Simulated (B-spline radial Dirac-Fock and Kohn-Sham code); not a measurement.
# The M5 (3d5/2) hole of osmium ions: width and yield against charge

Method: independent-particle radiative and Coulomb Auger rates from relativistic LDA hole-state orbitals, with Dirac-Fock energies. Computed with a B-spline atomic structure program. Tabulated ground configurations, configuration averages; single configurations, so decays that open only by mixing (as 1s 2s² with 1s 2p² in Be-like ions) are missing and such tiny yields are far too low.

```tsv
ion	configuration	radiative (eV)	non-radiative (eV)	yield
Os	[Xe] 4f14 5d6 6s2	0.0439	2.01	0.0213
Os⁺	[Xe] 4f14 5d6 6s1	0.0439	2.02	0.0213
Os²⁺	[Xe] 4f14 5d6	0.0439	2.02	0.0213
Os³⁺	[Xe] 4f14 5d5	0.0440	2.02	0.0213
Os⁴⁺	[Xe] 4f14 5d4	0.0440	2.01	0.0214
Os⁵⁺	[Xe] 4f14 5d3	0.0442	2.01	0.0215
Os⁶⁺	[Xe] 4f14 5d2	0.0443	2.00	0.0216
Os⁷⁺	[Xe] 4f14 5d1	0.0445	2.00	0.0218
```
